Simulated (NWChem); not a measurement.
Molecule: C$_{2}$H$_{4}$O$_{3}$Si; SMILES C#C[Si](O)(O)O

```xyz
10

C      0.0000     0.0000    -2.6259
C      0.0000     0.0000    -1.4112
Si     0.0000     0.0000     0.4201
O     -1.4859    -0.4304     0.9833
O      0.3702     1.5020     0.9833
O      1.1157    -1.0716     0.9833
H      0.0000     0.0000    -3.6939
H     -1.8205    -1.2901     0.6925
H     -0.2070     2.2216     0.6925
H      2.0275    -0.9315     0.6925
```
Atoms are numbered in this order, from 1.

Results from NWChem. Pople sets run with spherical d functions. Structure relaxed at the B3LYP/6-31G* (spherical d) level. B3LYP is NWChem's, with the RPA form of VWN correlation. GIAO values for the isolated, static molecule; σ is the absolute isotropic shielding, δ = σ(reference) − σ with the isolated reference molecule computed at the same levels (13C: tetramethylsilane, 1H: tetramethylsilane, 17O: water, 29Si: tetramethylsilane).

| level | δ C1 (ppm) | δ C2 (ppm) | δ Si3 (ppm) | δ O4 (ppm) | δ H7 (ppm) | δ H8 (ppm) |
|---|---|---|---|---|---|---|
| Hartree-Fock/6-31G* | 92.8 | 77.6 | -56.8 | 29.8 | 2.41 | 2.27 |
| PBE/pcSseg-1 | 94.5 | 83.6 | -68.4 | 68.8 | 1.91 | 2.08 |
| B3LYP/6-31G* | 82.4 | 73.1 | -55.8 | 43.5 | 1.72 | 1.90 |
| PBE0/pcSseg-1 | (withheld) | (withheld) | (withheld) | (withheld) | (withheld) | (withheld) |

Question: Some entries are withheld; supply them.

Answer: 
- PBE0/pcSseg-1, δ C1 (ppm): 98.9
- PBE0/pcSseg-1, δ C2 (ppm): 85.7
- PBE0/pcSseg-1, δ Si3 (ppm): -66.3
- PBE0/pcSseg-1, δ O4 (ppm): 59.8
- PBE0/pcSseg-1, δ H7 (ppm): 2.02
- PBE0/pcSseg-1, δ H8 (ppm): 2.15
